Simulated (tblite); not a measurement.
Compound: C4H4Cl2O.
Cartesian coordinates in Å at the GFN2-xTB level; atoms count from 1:
```
atom  x, y, z in Å
C1     1.529   -0.142    0.312
C2     0.432    0.800   -0.007
C3    -0.855    0.500   -0.241
Cl4   -1.966    1.780   -0.594
C5    -1.396   -0.861   -0.202
O6    -0.766   -1.872   -0.145
Cl7   -3.154   -0.936   -0.224
H8     2.141   -0.290   -0.579
H9     2.169    0.289    1.080
H10    1.159   -1.111    0.630
H11    0.712    1.845   -0.055
```

Computed with GFN2-xTB (tblite): harmonic, unscaled wavenumbers at the GFN2-xTB geometry, gas phase. Against measured fundamentals such values can be off by several per cent, at times by over 20. One conformer, not necessarily the lowest.

Harmonic wavenumbers (cm⁻¹): 36.1, 57.7, 191.1, 212.1, 235.7, 304.0, 365.9, 431.9, 435.8, 544.9, 646.0, 810.5, 830.4, 1001.7, 1020.5, 1027.5, 1152.2, 1292.6, 1386.9, 1443.2, 1447.0, 1607.5, 1767.2, 2994.7, 3029.1, 3054.0, 3081.2.

A = 2238, B = 1581, C = 938.3 MHz; mass 137.964 u (most abundant isotopes); point group C1, symmetry number 1.

**Question.** Zero-point energy?

**Answer.** ½Σν̃ = 15204 cm⁻¹ = 181.88 kJ/mol.

**Question.** What is S at 273.15 K and 1 bar for an ideal gas of classical rigid rotors and harmonic oscillators?

**Answer.** Translation 168.48, rotation 120.08, vibration 84.65: S = 373.2 J/(mol K).

**Question.** And Cp and H(273.15 K) − H(0)?

**Answer.** Cp = 113.67 J/(mol K), of which vibrations give 80.41 (their classical limit is 27 R = 224.5); H(273.15 K) − H(0) = 20.80 kJ/mol without the zero-point energy, 11.72 from vibrations.

**Question.** Blend soft modes into free rotors: weight 1/[1 + (100 cm⁻¹/ν̃)⁴] for the oscillator and the rest for a rotor with moment μB/(μ + B), μ = h/(8π²ν), B = 10⁻⁴⁴ kg m². What vibrational entropy results?

**Answer.** 74.63 J/(mol K) in place of 84.65, which changes −T·S at 273.15 K by +2.74 kJ/mol.

**Question.** Which modes carry the vibrational entropy at 273.15 K?

**Answer.** 36.1 cm⁻¹: 22.13; 57.7 cm⁻¹: 18.25; 191.1 cm⁻¹: 8.60; 212.1 cm⁻¹: 7.81; 235.7 cm⁻¹: 7.03; 304.0 cm⁻¹: 5.23 J/(mol K); the other 21 give 15.59 together.

**Question.** How do the functions run with temperature in this model?

**Answer.** 
| T (K) | S (J/(mol K)) | Cp (J/(mol K)) | H − H(0) (kJ/mol) | G − H(0) (kJ/mol) | ln q(vib) |
| --- | --- | --- | --- | --- | --- |
| 150 | 315.1 | 82.0 | 8.68 | -38.59 | 2.63 |
| 250 | 363.4 | 108.2 | 18.24 | -72.61 | 4.58 |
| 298.15 | 383.4 | 119.4 | 23.72 | -90.60 | 5.49 |
| 400 | 421.5 | 140.5 | 36.98 | -131.63 | 7.35 |
| 600 | 484.9 | 171.9 | 68.44 | -222.49 | 10.74 |
| 900 | 560.6 | 201.0 | 124.77 | -379.78 | 15.28 |

q(vib) and H(0) count from the zero-point level.

**Question.** What must be added to the electronic energy to get the Gibbs energy at 273.15 K and 1 bar?

**Answer.** ZPE + [H(273.15 K) − H(0)] − T·S = 181.88 + 20.80 − 101.94 = 100.74 kJ/mol.

Hindered rotation and anharmonicity are outside this model. Other conformers, if any are populated, would add a mixing term that is left out. The structure is chiral; the term R ln 2 for an equal mix with its mirror image is left out.
